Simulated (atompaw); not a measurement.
## Before and after: PAW (atompaw) potential for Dy (Z = 66)

- Element: dysprosium (Dy)
- Generator: atompaw 4.2.0.5
- Type: PAW
- Functional: PBE
- Relativity: scalar-relativistic
- Frozen core: [Kr] 4d10
- Valence charge: 20
- Reference configuration: 4f10 5s2 5p6 5d0 6s2 6p0
- Partial waves: 5s (bound): rc 1.85 bohr; 6s (bound): rc 3.00 bohr; 5p (bound): rc 2.50 bohr; 6p (bound, empty): rc 3.00 bohr; 5d (bound, empty): rc 3.00 bohr; 5d channel at 3.9 Ry: rc 3.00 bohr; 4f (bound): rc 0.75 bohr; 4f channel at 0.9 Ry: rc 0.75 bohr
- Local potential: bessel scheme, radius 2.75 bohr
- Core correction: smooth core density matched at 1.80 bohr
- Augmentation charge: gaussian compensation charge, radius 2.25 bohr; PAW radius 3.00 bohr; waves and projectors: custom rrkj vanderbiltortho

Change: wave 5p (bound): rc 2.50 bohr becomes 5p (bound): rc 2.12 bohr.

Cutoffs: the cutoffs (Ry, on a coarse ladder) from which the occupation-weighted sum of valence levels, in a spherical-Bessel basis at the reference potential, stays within 10 and 1 mRy of its value at 400 Ry; they do not see the model core or the augmentation charge, which bear on the density cutoff.

Task: What does the change do?

Result: The range in which the p phases agree narrows (upper end 4.2 → 0.8); neither file shows a bound ghost.

```tsv
quantity	base	changed
cutoff, loose	over 300 Ry	over 300 Ry
cutoff, tight	over 300 Ry	over 300 Ry
loose cutoff by channel (10 mRy a level)	s 12 Ry, p 10 Ry, f 230 Ry	s 12 Ry, p 15 Ry, f 230 Ry
bound ghosts	none	none
s: phases at 3.00 bohr within 0.05 rad from the reference energy up to (Ry; the scan ends near 5)	2.3	2.3
p: phases at 3.00 bohr within 0.05 rad from the reference energy up to (Ry; the scan ends near 5)	4.2	0.8
d: phases at 3.00 bohr within 0.05 rad from the reference energy up to (Ry; the scan ends near 5)	1.9	1.9
f: phases at 3.00 bohr within 0.05 rad from the reference energy up to (Ry; the scan ends near 5)	4.5	4.5
lowest overlap eigenvalue by channel	s 0.41, p 0.08, d 0.87, f 1.00	s 0.41, p 0.03, d 0.87, f 1.00
```

 The cutoffs see the waves, projectors and local potential, not the compensation charge or the core.
